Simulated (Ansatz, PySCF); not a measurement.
Breaking a bond: LiNa, singlet.

Levels of theory: RKS-LDA (SVWN5)/6-31G* = restricted LDA (SVWN5)/6-31G*, spherical d in PySCF; RHF/aug-cc-pVTZ (Ansatz, a first-principles code); UKS-LDA (SVWN5)/6-31G* = unrestricted LDA (SVWN5)/6-31G*, spherical d (PySCF); UKS-B3LYP/6-31G* = unrestricted B3LYP/6-31G*, spherical d run with PySCF 2.14.0.

Energies are in kcal/mol, each relative to the lowest point of its own curve near equilibrium.

| R / Å | RKS-LDA (SVWN5)/6-31G* | RHF | UKS-LDA (SVWN5)/6-31G* | UKS-B3LYP/6-31G* |
|---|---|---|---|---|
| 2.32 | 6.0 | 9.7 | 6.0 | 6.7 |
| 2.52 | 2.2 | 4.3 | 2.2 | 2.4 |
| 2.64 | 0.9 | 2.2 | 0.9 | 1.0 |
| 2.72 | 0.4 | 1.3 | 0.4 | 0.4 |
| 2.85 | 0.0 | 0.3 | 0.0 | 0.0 |
| 2.93 | 0.0 | 0.0 | 0.0 | 0.0 |
| 3.04 | 0.4 | 0.0 | 0.4 | … |
| 3.11 | 0.7 | 0.1 | 0.7 | 0.6 |
| 3.21 | 1.3 | 0.5 | 1.3 | 1.2 |
| 3.38 | 2.7 | 1.6 | 2.7 | 2.6 |
| 3.62 | 5.0 | 3.8 | 5.0 | 4.9 |
| 3.90 | 8.0 | 6.8 | 8.0 | 8.0 |
| 4.39 | 13.2 | 12.8 | 12.9 | 12.4 |
| 4.90 | 17.9 | 18.9 | 16.5 | 15.2 |
| 5.30 | 21.0 | 23.3 | 18.4 | 16.6 |
| 5.81 | … | … | 19.9 | 17.5 |
| 6.38 | … | 33.2 | 20.8 | … |
| 7.21 | 29.2 | … | 21.4 | 18.4 |
| 7.93 | 30.5 | 42.5 | 21.5 | 18.5 |
| 8.90 | 31.4 | 46.3 | 21.6 | 18.5 |

What belongs in the gaps?


- 3.04, UKS-B3LYP/6-31G*: 0.3
- 5.81, RKS-LDA (SVWN5)/6-31G*: 24.2
- 5.81, RHF: 28.4
- 6.38, RKS-LDA (SVWN5)/6-31G*: 26.8
- 6.38, UKS-B3LYP/6-31G*: 18.0
- 7.21, RHF: 38.8

The restricted form behind RKS-LDA (SVWN5)/6-31G*, RHF keeps the bonding electrons paired and can't separate into open-shell fragments. The unrestricted determinant behind UKS-LDA (SVWN5)/6-31G*, UKS-B3LYP/6-31G* is spin-contaminated at 4.39 to 8.90 Å (<S²> up to 1.0, against 0.00 for a pure singlet).
